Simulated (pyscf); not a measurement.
Structures and frequencies: ωB97X-D3(BJ)/def2-SVP in PySCF.

SMILES: [CH](C)(O)[ZnH]
```xyz
10

C     -1.2385     0.0354    -1.5083
C     -0.3971     1.3100    -1.5185
O     -0.2748     1.8571    -0.2012
Zn     1.4578     1.0490    -2.1330
H     -2.2599     0.2278    -1.1247
H     -1.3464    -0.3853    -2.5226
H     -0.7909    -0.7387    -0.8634
H     -0.8993     2.0443    -2.1851
H     -1.1642     2.0341     0.1326
H      2.9188     0.8456    -2.6040
```
Charge 0, spin multiplicity 1.

### Question
How much does it cost (ΔH, 298 K, ωB97M-D3(BJ)/def2-TZVP) to split H₃C–CH(OH)–ZnH at its C–Zn bond into H₃C–CH•–OH + ZnH•?

### Answer
C–Zn to H₃C–CH•–OH + ZnH•: 56.4 kcal/mol. The 7 functionals that were run give +51.1 (r²SCAN) to +59.2 kcal/mol (ωB97X-D3(BJ)/def2-TZVP). H₃C–CH(OH)–ZnH lies 5.0 kcal/mol over its isomer H₃C–Zn–CH₂–OH (electronic energy, ωB97M-D3(BJ)/def2-TZVP). Other isomers of H₃C–CH•–OH were not searched in full and may lie lower. Elements up to Kr have no core potential and no relativistic terms here.
